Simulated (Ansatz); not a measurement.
`[SH][GeH]([SH])[SH]`. Charge 0, multiplicity 1. All single points use the PBE0-D4/def2-TZVP geometry. It is one conformer, not always the lowest.

```xyz
8

S     1.571    0.837    1.384
Ge    0.319    0.108   -0.287
S    -1.160    1.687   -0.763
S    -0.878   -1.690    0.221
H     0.543    0.860    2.249
H     1.292   -0.186   -1.439
H    -1.874    0.895   -1.581
H     0.186   -2.512    0.216
```

**Question.** What is the dipole moment at PBE/def2-TZVPP? (An estimate is asked.)

**Answer.** Computed: 1.11 D, with components (0.15, -0.98, -0.50) D in this frame, pointing from negative to positive charge.

**Question.** And with r2SCAN, B3LYP, ωB97M-V? (Estimate.)

**Answer.** Ansatz gave: r2SCAN 1.18 D, B3LYP 1.15 D, ωB97M-V 1.17 D.

**Question.** Give the Mulliken charges with PBE, B3LYP, ωB97M-V in def2-TZVPP. (Best estimate.)

**Answer.** Ansatz gave: 
```json
{"atom": "S1", "PBE": "-0.29", "B3LYP": "-0.29", "ωB97M-V": "-0.27"}
{"atom": "Ge2", "PBE": "0.45", "B3LYP": "0.48", "ωB97M-V": "0.36"}
{"atom": "S3", "PBE": "-0.28", "B3LYP": "-0.28", "ωB97M-V": "-0.26"}
{"atom": "S4", "PBE": "-0.28", "B3LYP": "-0.29", "ωB97M-V": "-0.26"}
{"atom": "H5", "PBE": "0.13", "B3LYP": "0.12", "ωB97M-V": "0.13"}
{"atom": "H6", "PBE": "0.02", "B3LYP": "0.02", "ωB97M-V": "0.05"}
{"atom": "H7", "PBE": "0.13", "B3LYP": "0.12", "ωB97M-V": "0.13"}
{"atom": "H8", "PBE": "0.12", "B3LYP": "0.11", "ωB97M-V": "0.13"}
```

B3LYP here is the variant with VWN-RPA as its local correlation; programs differ in this.
